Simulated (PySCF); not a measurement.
Computed IR spectrum (relative IR intensity) of a molecule C₂H₆FInO. The structure is a stationary point at PBE-D3(BJ)/def2-SVP. The def2 effective core potentials stand for the cores of In; spin–orbit coupling is left out. Other conformers were not sampled. Method: PBE-D3(BJ)/def2-SVP run with PySCF. Frequencies are harmonic and unscaled.

Lines under 2 % of the strongest are left out, and lines within 2 cm⁻¹ are merged.

ν (cm⁻¹): 116 (w), 119 (w), 224 (w), 521 (m), 583 (m), 702 (w), 722 (m), 1078 (vs), 1125 (vw), 1149 (w), 1377 (vw), 1422 (m), 1425 (w), 2872 (s), 2938 (m), 2968 (m) (against the strongest line: vs over 80 %, s over 45 %, m over 15 %, w over 4 %, vw less)

Which structure fits?
A) C[CH2][In]([OH])[F]
B) CC[O][InH][F]
C) C[O][In]([CH3])[F]

C, C[O][In]([CH3])[F]
